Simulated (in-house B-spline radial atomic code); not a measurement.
Values are calculated unless marked as measured or tabulated.
## Xe ion on N atom: potential, deflection and energy transfer

The pair potential comes from two frozen, spherical free-atom densities (PBE, B-spline radial code, scalar-relativistic past argon): electrostatics plus the change in Thomas-Fermi kinetic and Dirac exchange energy where they overlap, the recipe behind the universal ZBL potential, which averages such potentials (from solid-state densities) over many pairs. It is written V = (Z1 Z2 e²/r) φ(r/a), with e² = 14.3996 eV·Å and a = 0.46850 Å/(Z1^0.23 + Z2^0.23); ZBL's fit is φ = 0.18175 e^(−3.1998x) + 0.50986 e^(−0.94229x) + 0.28022 e^(−0.4029x) + 0.02817 e^(−0.20162x). Where φ falls below 4e-4 it is continued as an exponential.

Masses 131.29 and 14.01 u.

| x = r/a | φ, this pair | φ, ZBL |
| --- | --- | --- |
| 0.1 | 0.8825 | 0.8928 |
| 0.5 | 0.6071 | 0.6096 |
| 1.5 | 0.3031 | 0.2995 |
| 3 | 0.1381 | 0.1292 |
| 5 | 0.05779 | 0.05224 |
| 8 | 0.01944 | 0.01705 |
| 12 | 0.005233 | 0.00474 |
| 17 | 0.001286 | 0.001212 |

Q: At x = 5 the electrostatic, kinetic and exchange parts are 13.17, 593.12 and -60.09 eV. Find r, V and φ.

A: a = 0.46850/(2.5029 + 1.5645) = 0.11518 Å, so r = 0.57592 Å. V = 13.17 + 593.12 + (-60.09) = 546.20 eV. The bare repulsion is 54 × 7 × 14.3996/0.57592 = 9451.1 eV, so φ = 0.0578, +10.6 % against ZBL's 0.0522. The kinetic (Pauli) term is 109 % of V here, as the other two terms together attract.

Q: The ion comes in at 4.901 keV with impact parameter 0.0576 Å. The scattering integral gives a centre-of-mass angle of 164.9° and a closest approach of 5.259 a. What are the reduced energy, the energy passed on and the laboratory angles?

A: ε = E a M2/(Z1 Z2 e² (M1 + M2)) = 4901 × 2.0404e-06 = 0.01. The most that one collision can pass on is γE with γ = 4 M1 M2/(M1 + M2)² = 0.3485. Here T = γE sin²(θ/2) = 0.3485 × 4901 × 0.9828 = 1679 eV. The ion turns by arctan(sin θ/(cos θ + M1/M2)) = 1.8°, and the struck atom leaves at (180° − θ)/2 = 7.5°. The closest approach is 0.606 Å. With ZBL the angle would be 164.45° and T = 1677 eV.
